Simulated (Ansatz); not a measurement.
The first iterations of a band of C$_{3}$H$_{5}$FO$_{2}$S (12 atoms, charge 0, multiplicity 1).

These are results of Ansatz, RKS PBE0-D4/def2-SVP, not measurements.

```json
{
 "movable images": "5",
 "climbing image": "yes",
 "spring": "5.0 eV/Å²",
 "optimiser": "quadratic models (default)",
 "start path": "IDPP",
 "force threshold": "0.03 eV/Å",
 "iteration limit": "60",
 "end points": "relaxed"
}
```

Initial state:

```xyz
12
Properties=species:S:1:pos:R:3
C -0.213 -2.021 -0.061
C -0.020 -0.578 -0.398
O 0.438 -0.140 -1.422
O -0.418 0.217 0.615
C -0.313 1.600 0.409
F -1.083 2.163 1.349
S 1.383 2.229 0.613
H 0.073 -2.639 -0.918
H 0.404 -2.276 0.813
H -1.261 -2.206 0.216
H -0.686 1.849 -0.597
H 1.773 1.747 -0.587
```

Final state:

```xyz
12
Properties=species:S:1:pos:R:3
C -0.333 -2.034 -0.165
C -0.268 -0.600 -0.582
O -0.366 -0.177 -1.697
O -0.070 0.196 0.510
C -0.075 1.575 0.319
F -1.244 2.060 0.790
S 1.251 2.357 1.282
H -0.413 -2.673 -1.051
H 0.559 -2.294 0.424
H -1.205 -2.183 0.489
H 0.006 1.800 -0.754
H 2.235 1.918 0.469
```

| iteration | highest image above the first end (eV) | largest band force component (eV/Å) |
| --- | --- | --- |
| 1 | 0.072 | 0.458 |
| 2 | 0.058 | 0.164 |
| 3 | 0.057 | 0.159 |

Q: Does the band converge within its limit, and where does its top end?

A: The run converged. It ended after 9 iterations with the highest image 0.057 eV above the first end. The highest image is an end point: on this band no image between the ends rises above it.

Run time: 2.7 min on 2 threads of Arm Neoverse V2, on a shared host, peak memory 0.34 GiB.
